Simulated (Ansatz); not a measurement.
Basis sets over 5 cases of the dipole moment at HF with Ansatz (Ga to Br present), each against its own reference: (a) the value in aug-cc-pV5Z; (b) the value in aug-pcseg-3 (pcseg sets are built for DFT). By their distance from other large sets or by the extrapolation step the references are unsure by up to roughly 0.008 D. B3LYP-D3(BJ)/def2-TZVP geometries; no added dispersion term; no relativity. Cartesian d functions in some cases of 6-31G, 6-31G**. (X+d) sets on Al to Cl for cc-pVXZ and aug-cc-pVXZ. 

Cases are drawn at random; left out are references unsure by over 0.033 D, dipoles under 0.05 D, doubtful singlets, and cases whose largest runs show a restricted determinant unstable towards unrestricted orbitals, <S^2> over 0.1 too high or, where CCSD(T) ran, T1 over 0.025 (0.045 for open shells). Sets are drawn from those converged to one state in every case.

Cases (SMILES) and reference values:
- [Ga][Cl] (Cl-Ga) (closed-shell singlet): 2.600 D (b)
- [Ga][F] (F-Ga) (closed-shell singlet): 2.418 D (b)
- [Ge]=[S] (S-Ge) (closed-shell singlet): 2.861 D (b)
- BrCl (Cl-Br): 0.534 D (b)
- Br (HBr): 0.953 D (a)

Task: Rank these sets by mean absolute deviation from the references, smallest first: 6-31G; pcseg-2; def2-TZVPP; def2-QZVPPD; def2-SVPD.

Result: def2-QZVPPD (0.004 D, signed 0.003), def2-TZVPP (0.027 D, signed 0.015), def2-SVPD (0.044 D, signed 0.044), pcseg-2 (0.102 D, signed 0.102), 6-31G (0.567 D, signed 0.567)

Ansatz is an electronic-structure program.
